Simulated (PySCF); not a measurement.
Compound: C4H6S2Si.
Structure used (GFN2-xTB), in Å, numbered top down from 1:
```
atom  x, y, z in Å
C1     2.4030   -0.8569    0.2647
C2     1.5615   -0.1582   -0.2223
C3     0.4778    0.6173   -0.7720
C4    -0.2533    1.4188    0.2925
S5    -1.0414    0.3377    1.5386
Si6   -1.6613   -1.1862    0.1651
S7    -0.7211   -0.5004   -1.6320
H8     3.1701   -1.4398    0.6794
H9     0.8501    1.2869   -1.5536
H10    0.4439    2.0543    0.8386
H11   -1.0308    2.0353   -0.1593
H12   -3.0940   -1.1539   -0.0586
H13   -1.1089   -2.4546    0.6012
```

Computed with PySCF 2.14.0, density-fitted response routines, TDDFT PBE0/def2-SVPD, vertical, gas phase, core orbitals frozen in the response.

Ground-to-excited transition dipoles (e·a0, same axes as the geometry; the sign carries no meaning), for the states with f of 0.002 or more among the lowest 6:

```
state  E (eV)     μx      μy     μz
   S2   5.013  0.134   0.019  0.053
   S4   5.588  0.248  -0.195  0.177
   S6   6.180  0.174  -0.142  0.018
```

**Question.** Work out the oscillator strengths.

**Answer.** f = (2/3) ΔE |μ|² with ΔE in hartree (27.2114 eV).

```csv
state,|μ|² (au),|μ| (D),f
S2,0.021,0.37,0.003
S4,0.131,0.92,0.018
S6,0.051,0.57,0.008
```

**Question.** What peak molar absorption coefficient would the strongest computed level give as a lone Gaussian band 0.5 eV wide at half height?

**Answer.** ε(max) = 2.175×10⁸ f / FWHM, with the width in cm⁻¹. S4: 2.175×10⁸ × 0.0179 / 4033 ≈ 970 L mol⁻¹ cm⁻¹.

One conformer stands for the species.
